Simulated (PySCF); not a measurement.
# Electronic absorption of C4H8O3Si

Compound: C4H8O3Si.
SMILES: `C[Si@H]1OCCC(=O)O1`

Method used: PySCF 2.14.0, density-fitted response routines, TDDFT CAM-B3LYP/def2-SVPD, vertical, gas phase, core orbitals frozen in the response. Isolated species at its GFN2-xTB geometry (one conformer only).

```
state  E (eV)  λ (nm)       f  |μ| (D)     main configurations (H = HOMO, L = LUMO)
   S1    5.66   219.2  0.0008     0.19                       H→L (46%), H→L+2 (37%)
   S2    7.62   162.8   0.018     0.79                                  H-1→L (70%)
   S3    7.72   160.5   0.016     0.74           H→L+2 (41%), H→L (29%), H-1→L (8%)
   S4    7.92   156.5   0.014     0.69                   H-3→L (46%), H-3→L+2 (15%)
   S5    8.05   154.0   0.018     0.76  H-1→L+3 (41%), H-1→L+2 (18%), H-1→L+1 (14%)
   S6    8.20   151.2   0.192     2.48    H-1→L+1 (26%), H-1→L+3 (18%), H-2→L (18%)
   S7    8.40   147.6   0.045     1.19      H-1→L+1 (24%), H-2→L (20%), H→L+3 (16%)
   S8    8.48   146.3   0.034     1.03         H→L+1 (28%), H-2→L (20%), H→L+3 (9%)
```

Triplets, Tamm–Dancoff:

| state | E (eV) | λ (nm) | main configurations (H = HOMO, L = LUMO) |
| --- | --- | --- | --- |
| T1 | 5.11 | 242.5 | H→L (44%), H→L+2 (38%) |
| T2 | 6.10 | 203.2 | H-2→L (21%), H-2→L+2 (20%), H-1→L (11%) |
| T3 | 7.46 | 166.1 | H-1→L (35%), H-1→L+3 (13%), H-2→L (12%) |

The lowest singlet comes at 219 nm (546 kJ/mol) in the ultraviolet; it is very weak; its leading configuration is HOMO→LUMO (46%). The strongest level in the table is S6 at 8.20 eV (151 nm, f = 0.192). Löwdin shares by element: HOMO oxygen 69% or more, carbon 20% or more; LUMO carbon 24% or more, silicon 14%, oxygen 12% or more (atoms not listed hold the other 50%). Weighted by f, the mean energy of these states is 8.18 eV. The oscillator strengths of these states sum to 0.338; summed over the whole spectrum of an exact calculation they would give the number of electrons, 70 (Thomas–Reiche–Kuhn). Orbital energies (eV): HOMO-3 -10.82, HOMO-2 -10.76, HOMO-1 -9.86, HOMO -9.45, LUMO 0.77, LUMO+1 1.35, LUMO+2 1.48. No computed singlet lies in the visible range (380 to 750 nm); the lowest, at 219 nm, stands 2.39 eV above its violet end (3.26 eV). Only the lowest 8 singlets were computed, as vertical energies without vibronic structure.
